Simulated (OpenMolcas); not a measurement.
**Re4+: ligand-field states by method**

Re4+ with 6 ligands (ammonia) in octahedral coordination (S6) at 2.05 Å. Ligand basis ANO-RCC-VDZP.
```
Re    0.0000    0.0000    0.0000
N     2.0500    0.0000    0.0000
H     2.4321    0.9457    0.0000
H     2.4321   -0.4729    0.8190
H     2.4321   -0.4729   -0.8190
N     0.0000    2.0500    0.0000
H     0.0000    2.4321    0.9457
H     0.8190    2.4321   -0.4729
H    -0.8190    2.4321   -0.4729
N    -2.0500    0.0000    0.0000
H    -2.4321   -0.9457    0.0000
H    -2.4321    0.4729   -0.8190
H    -2.4321    0.4729    0.8190
N     0.0000   -2.0500    0.0000
H     0.0000   -2.4321   -0.9457
H    -0.8190   -2.4321    0.4729
H     0.8190   -2.4321    0.4729
N     0.0000    0.0000    2.0500
H     0.9457    0.0000    2.4321
H    -0.4729    0.8190    2.4321
H    -0.4729   -0.8190    2.4321
N     0.0000    0.0000   -2.0500
H    -0.9457    0.0000   -2.4321
H     0.4729   -0.8190   -2.4321
H     0.4729    0.8190   -2.4321
```

```json
{"Program": "OpenMolcas", "Basis": "ANO-RCC-VTZP [8s7p5d3f2g1h]", "Scalar Hamiltonian": "DKH2, point nucleus", "Active space": "3 electrons in 5 orbitals (5d)", "State averaging": "2S+1 = 4 even, 10 roots; 2S+1 = 2 even, 40 roots", "Spin-orbit coupling": "RASSI with atomic mean-field integrals over the reference wave functions"}
```

I. CASSCF
II. SS-CASPT2, IPEA 0.25 Eh, imaginary shift 0.1 Eh (closed shells correlated: 5s 5p and the ligand valence shells)

Spin-free states in cm-1, each column counted from its own energy of the first state listed:

```
   State  Degeneracy      I     II
2S+1 = 4           1      0      0
2S+1 = 2           2  14527  11270
2S+1 = 2           1  14798  11590
2S+1 = 2           2  14843  11460
2S+1 = 2           2  23594  19030
2S+1 = 2           1  23651  19040
2S+1 = 4           1  53042  55920
2S+1 = 4           2  53261  56260
2S+1 = 4           1  60342  61310
2S+1 = 4           2  60566  61740
2S+1 = 2           1  64057  64190
2S+1 = 2           1  64589  64190
2S+1 = 2           2  64768  64420
2S+1 = 2           2  66101  65510
2S+1 = 2           1  66245  65600
2S+1 = 2           2  68042  67440
2S+1 = 2           1  69926  68020
2S+1 = 2           2  70057  68230
2S+1 = 2           2  74314  71590
2S+1 = 2           1  74545  71690
```

From I to II, I's first state of the same spin (2S+1 = 4) moves from 53042 to 55920 cm-1, by about +2900 cm-1.

From I to II, I's first state of another spin (2S+1 = 2) moves from 14527 to 11270 cm-1, by about -3300 cm-1.

χT at 300 K: I 1.64, II 1.60 cm3 K/mol.

The states above are spin-free; spin-orbit coupling is strong here and shifts and splits them by thousands of cm-1.

Roots that are degenerate in the reference are averaged as groups; the widest CASPT2 spread within a group is 130 cm-1 (the 2-fold group of multiplicity 2 near 124000 cm-1 above the lowest state of its run, II). Shifts and gaps below about the spread of the groups concerned are not significant. Over all roots computed the reference weight is 0.68 to 0.70 in II; a low but even weight reflects the number of correlated electrons. The least metal-like active orbital is 68 % on the metal (Löwdin) and no ligand orbital is active, so the numbers are rough. Ligand-to-metal charge-transfer states are missing. With no ligand orbital active B as a rule stays too high, so bands that hang on it stand too high and its fall with covalency is understated. Without dynamic correlation the repulsion within the d shell is too large (B by tens of per cent), so at a given field states of lower spin stand too high (holds for I). With metal d orbitals alone the field can be off either way by tens of per cent (holds for I). With one d shell and no ligand orbital active, 10Dq can be off by a tenth or more (holds for II). No measured value stands beside these numbers; the geometry is a model, was not optimised and need not be the one that this ion takes.
